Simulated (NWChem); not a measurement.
Species: ZrSClF; SMILES [Zr]([Cl])([F])=[S]

```xyz
4

Zr    -0.2576    -0.0427     0.0874
S      0.9927    -1.8350    -0.1488
F     -1.9627    -0.2359    -0.7435
Cl     0.9315     1.9875    -0.1233
```
Atoms are numbered in this order, from 1.

Level: PBE0/def2-SVP with def2 effective core potentials on Zr (NWChem), optimised geometry, unscaled harmonic frequencies. def2 effective core potentials on Zr; no spin-orbit coupling.

**Question.** List the harmonic frequencies with IR intensities, and the thermochemistry.

**Answer.** 
```json
[
 {"frequency (cm⁻¹)": "69", "IR intensity (km/mol)": "40.1"},
 {"frequency (cm⁻¹)": "116", "IR intensity (km/mol)": "3.1"},
 {"frequency (cm⁻¹)": "166", "IR intensity (km/mol)": "2.5"},
 {"frequency (cm⁻¹)": "400", "IR intensity (km/mol)": "66.2"},
 {"frequency (cm⁻¹)": "558", "IR intensity (km/mol)": "83.2"},
 {"frequency (cm⁻¹)": "682", "IR intensity (km/mol)": "150.9"}
]
```

zero-point energy: 2.8 kcal/mol
thermal correction to the enthalpy at 298.15 K (with zero-point energy): 6.9 kcal/mol
heat capacity Cv: 15.2 cal/(mol K)
entropy at 298.15 K and 1 atm (symmetry number 1): 81.0 cal/(mol K)

Rigid rotor and harmonic oscillator; modes under 100 cm⁻¹ make the entropy uncertain.
